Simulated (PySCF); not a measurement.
## How methods differ on the ionisation energy of Ca⁺

Ca⁺ [Ar] 4s1 (2S) → Ca²⁺ [Ar] (1S), as a difference of total energies. Calculation: PySCF 2.14, in ANO-RCC-VTZP (6s5p2d1f, 38 functions); the spin-free X2C one-electron Hamiltonian (Gaussian nucleus). Correlated levels: valence and next inner shell: [Ne] frozen. The calculations carry no spin-orbit coupling.

Problem. Order these methods by the ionisation energy they give, lowest first.
A. LDA
B. r2SCAN0
C. M06-L
D. r2SCAN

Solution. C (11.093 eV), D (11.710 eV), B (11.740 eV), A (12.144 eV).

Errors of the correlated levels include the incompleteness of this basis and the frozen core.

For comparison: 11.872 eV (measured; NIST Atomic Spectra Database, ionization energies).
